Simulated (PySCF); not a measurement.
Cost against size for one kind of job: PySCF, PBE0-D3(BJ)/def2-SVP geometry optimisation, gas phase; work: geometry optimisation from a GFN2-xTB start. Hardware: one thread of an Arm Neoverse V1, no GPU, shared host. The host was shared with other jobs, so the times are rough.

| species (SMILES) | atoms | electrons | basis functions | SCF cycles | gradient evaluations | wall time |
| --- | --- | --- | --- | --- | --- | --- |
| [H][Ga]([H])[CH3] | 7 | 42 | 71 | 27 | 5 | ? |
| [CH3][GaH2] | 7 | 42 | 71 | 35 | 6 | 8.7 s |
| CO[BH2-][NH3+] | 12 | 34 | 96 | 40 | 6 | 17 s |
| N#CC1CCCCC1 | 19 | 60 | 167 | 26 | 4 | ? |
| C#CC[C+](C)[C@@H]1C[C@@H]1F | 19 | 66 | 176 | 55 | 8 | ? |

**Question.** Estimate the withheld figures.

**Answer.** `[H][Ga]([H])[CH3]`: 7.0 s; `N#CC1CCCCC1`: 52 s; `C#CC[C+](C)[C@@H]1C[C@@H]1F`: 2.4 min.

**Question.** With all rows, how does the wall time grow with the number of basis functions N?

**Answer.** A straight line through log(time) against log(N) has slope 2.8 between N = 71 and 176, and the rows scatter about it by a factor of about 1.4 (standard error of the fit). This is a fit to these rows, whose iteration counts differ, not the method's formal scaling.

**Question.** Which species took longest, and how many times the shortest run?

**Answer.** `C#CC[C+](C)[C@@H]1C[C@@H]1F`, at 2.4 min: about 21 times the shortest (7.0 s).
